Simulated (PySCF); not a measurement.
²⁹Si chemical shifts

Computed data (PySCF 2.14): σ from GIAO-PBE0/pcSseg-1, geometry: GFN2-xTB. Rapidly exchanging positions averaged, no relativistic terms, no solvent model, single conformer.

Shieldings were converted by a linear fit to measured shifts: ²⁹Si (scatter 8.9 ppm rms, 25.8 ppm with the 6 outliers that the fit left out vs TMS, solution or neat liquid). A few per cent of atoms miss by over 2 rms, more outside the fitted compound classes.

Problem. Give the ²⁹Si shifts of `C=CO[SiH2]N`, `C=CO[SiH2]N`, `C=CO[SiH2]N`, `C[C@H]1CC[SiH2]/C(=C\Cl)C1`.

Solution. 
```json
{"compound": "C=CO[SiH2]N", "environment": "silicon bonded to N, O, 2 H", "δ (ppm)": "-34.8"}
{"compound": "C=CO[SiH2]N", "environment": "silicon bonded to N, O, 2 H", "δ (ppm)": "-34.8"}
{"compound": "C=CO[SiH2]N", "environment": "silicon bonded to N, O, 2 H", "δ (ppm)": "-34.8"}
{"compound": "C[C@H]1CC[SiH2]/C(=C\\Cl)C1", "environment": "silicon bonded to 2 C, 2 H, in a 6-membered ring", "δ (ppm)": "-57.5"}
```

Problem. Order these by ²⁹Si shift, lowest first.
A. C=CCC1=C(O[SiH2]O)[C@H]1F
B. C[C@@]1(C(=O)Cl)CC[C@@H]([SiH3])C1
C. CC#CC[Si@H](CCl)OCC
D. CC[C@@H]1C[C@H]1N([SiH3])[SiH3]

Solution. B (-61.7 ppm, silicon bonded to C, 3 H), D (-49.8 ppm, silicon bonded to N, 3 H), A (-29.7 ppm, silicon bonded to 2 O, 2 H), C (-19.6 ppm, silicon bonded to 2 C, O, H).
